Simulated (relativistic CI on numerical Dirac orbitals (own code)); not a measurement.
Radial Dirac CI calculation of Re⁺.

Command:

```sh
python run_levels.py task.json out
```

Input:

```
atom Re  Z=75  charge=1  electrons=74
nucleus A=187  rms_radius_fm=5.3698
hamiltonian dirac-coulomb  breit=on  qed=on  c_scale=1
orbitals kli  potential=per-configuration
slater_scale 1
correlation none
mixing on
grid step=0.0125 r_max=161.8
scf mixing=0.4 start=green max_iterations=150 tolerance=2e-08 node_fill=0.05
configurations
  [Xe] 4f14 5d5 6s
  [Xe] 4f14 5d6
  [Xe] 4f14 5d4 6s2
  [Xe] 4f14 5d5 6p
  [Xe] 4f14 5d5 7s
end
```

Output:

```
SCF 1: [Xe] 4f14 5d5 6s
 iter      energy (Ha)   residual   last orbital (Ha)
    1    -16677.962526   3.12e+00     -0.99854
    2    -16706.003306   6.27e-01     -0.61128
    3    -16707.022947   2.71e-01     -0.55080
    4    -16707.131374   2.21e-01     -0.57058
    5    -16707.240331   9.45e-02     -0.62207
    6    -16707.268137   3.19e-03     -0.63721
    7    -16707.268145   2.02e-03     -0.63923
    8    -16707.268104   1.59e-03     -0.64035
    9    -16707.267876   5.57e-05     -0.64034
   10    -16707.267864   4.56e-05     -0.64039
   11    -16707.267867   2.99e-06     -0.64040
   12    -16707.267868   1.96e-07     -0.64040
   13    -16707.267868   9.10e-08     -0.64040
   14    -16707.267868   6.41e-09     -0.64040
SCF 2: [Xe] 4f14 5d6
 iter      energy (Ha)   residual   last orbital (Ha)
    1    -16676.425265   3.17e+00     -1.81336
    2    -16705.979221   6.24e-01     -0.68401
    3    -16707.011444   2.73e-01     -0.53545
    4    -16707.244841   1.17e-01     -0.56851
    5    -16707.253585   2.74e-02     -0.54599
    6    -16707.259804   1.55e-02     -0.56015
    7    -16707.259446   8.43e-03     -0.55728
    8    -16707.258204   2.77e-03     -0.55415
    9    -16707.258563   7.16e-05     -0.55474
   10    -16707.258567   1.82e-05     -0.55476
   11    -16707.258569   5.79e-07     -0.55477
   12    -16707.258569   1.02e-07     -0.55477
   13    -16707.258569   9.96e-10     -0.55477
SCF 3: [Xe] 4f14 5d4 6s2
 iter      energy (Ha)   residual   last orbital (Ha)
    1    -16679.347238   3.02e+00     -0.99854
      ... 24 steps not shown
SCF 5: [Xe] 4f14 5d5 7s
 iter      energy (Ha)   residual   last orbital (Ha)
    1    -16678.352069   3.09e+00     -0.29259
    2    -16705.645047   6.29e-01     -0.23460
    3    -16706.701714   2.70e-01     -0.22261
    4    -16706.939743   1.05e-01     -0.22192
    5    -16706.948835   1.38e-02     -0.22048
    6    -16706.953118   1.11e-02     -0.22105
    7    -16706.952061   2.98e-03     -0.22108
    8    -16706.951653   1.50e-04     -0.22105
    9    -16706.951665   2.48e-05     -0.22104
   10    -16706.951664   8.87e-06     -0.22104
   11    -16706.951663   1.30e-06     -0.22104
   12    -16706.951663   5.41e-08     -0.22104
   13    -16706.951663   1.14e-08     -0.22104
orbital energies (Ha): 4f5/2 -2.1044  4f7/2 -2.0126  5s -3.5720  5p1/2 -2.4677  5p3/2 -2.0697  5d3/2 -0.6698  5d5/2 -0.6365  6s -0.6404
configuration averages (Ha): Dirac-Coulomb, Breit, QED
  5d5 6s                      -16707.267868   18.011631   12.255061
  5d6                         -16707.258569   18.010904   12.254134
  5d4 6s2                     -16707.217875   18.012409   12.256083
  5d5 6p                      -16707.080779   18.011545   12.254309
  5d5 7s                      -16706.951663   18.011213   12.254384
levels: no., configuration, term, J, E (cm-1), weight
   1 5d5 6s                 7S   3                0.0  0.96
   2 5d5 6s                 5D   0            18532.7  0.32
   3 5d5 6s                 5D   2            18761.4  0.37
   4 5d5 6s                 5D   1            18855.2  0.36
   5 5d6                    5D   4            18877.1  0.53
   6 5d5 6s                 5D   3            18918.6  0.38
   7 5d5 6s                 5G   2            24245.5  0.43
   8 5d5 6s                 5G   3            24893.8  0.73
   9 5d5 6s                 5S   2            24994.4  0.44
  10 5d5 6s                 5G   4            25691.0  0.92
  11 5d5 6s                 5G   6            25849.3  0.95
  12 5d5 6s                 5G   5            25980.2  0.95
  13 5d5 6s                 5P   3            27208.5  0.36
  14 5d6                    1S   0            28604.1  0.26
lowest total energy -16677.220314 Ha
end: converged
```

With so few configurations and no correlation, terms lie too far apart (by 10 to 50 % or more near neutrality), their order can be wrong, and levels of other configurations are missing. Terms and fine structure of an open d or f shell near neutrality can be off by tens of per cent either way.
